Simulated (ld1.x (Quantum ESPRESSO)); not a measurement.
Results of a calculation; reference values are marked as such.
Potentials for Bi compared

Generated with ld1.x 7.5 (TM, RRKJ, ultrasoft, PAW), atompaw 4.2 or ONCVPSP 4.0.1. The cutoff is in Ry: for ld1.x and atompaw files where the sum of valence levels is converged to 10 mRy in a Bessel basis, for ONCV files where the hardest occupied wave has 1 mHa per electron of residual kinetic energy. The error is the largest all-electron minus pseudo excitation energy over each file’s own four to seven test configurations (ionisations up to +4, promotions, holes and added fractions of an electron), all of which were solved. The labels leave out finer settings (local radius, basis sizes, second energies), which also bear on the numbers. Spin-polarised tests are not counted. The rows are a selection from randomly drawn settings: files with unsolved tests, undetermined cutoffs or missed reference levels are left out.

A true bound ghost makes a file unfit for plane-wave use even where its test errors are small: the radial tests pick states by their node count and pass the ghost by.

```csv
potential,cutoff (Ry),largest error (meV),bound ghosts
"TM, BP86, scalar-relativistic, rc 1.75/2.10 (sp), local smoothed, core correction yes, reference 6s1.75 6p3.25",25,-236,"s, d"
"TM, BLYP, scalar-relativistic, rc 1.85/2.20/1.70 (spd), local smoothed, core correction yes, reference 6s2 6p1",25,-352,d
"TM semilocal, LDA (PZ), scalar-relativistic, rc 1.40/2.20/2.40 (spd), local p, core correction yes, reference 6s1 6p4",90,-68,none
```

Question: Fill in the row for Bi: TM, LDA (PZ), scalar-relativistic, rc 1.85/1.95/1.55 (spd), local s, core correction yes, reference 6s2 6p2.

Answer: cutoff 30 Ry, largest error -164 meV, bound ghosts: none.

Question: Fill in the row for Bi: TM, PBEsol, scalar-relativistic, rc 2.26/2.58 (sp), local p, core correction yes, reference 6s2 6p0.

Answer: cutoff 25 Ry, largest error -211 meV, bound ghosts: none.

Question: Fill in the row for Bi: TM, LDA (PZ), scalar-relativistic, rc 1.65/1.95/1.85 (spd), local d, core correction yes, reference 5d10 6s1.5 6p3.5.

Answer: cutoff 55 Ry, largest error -47 meV, bound ghosts: s, p.
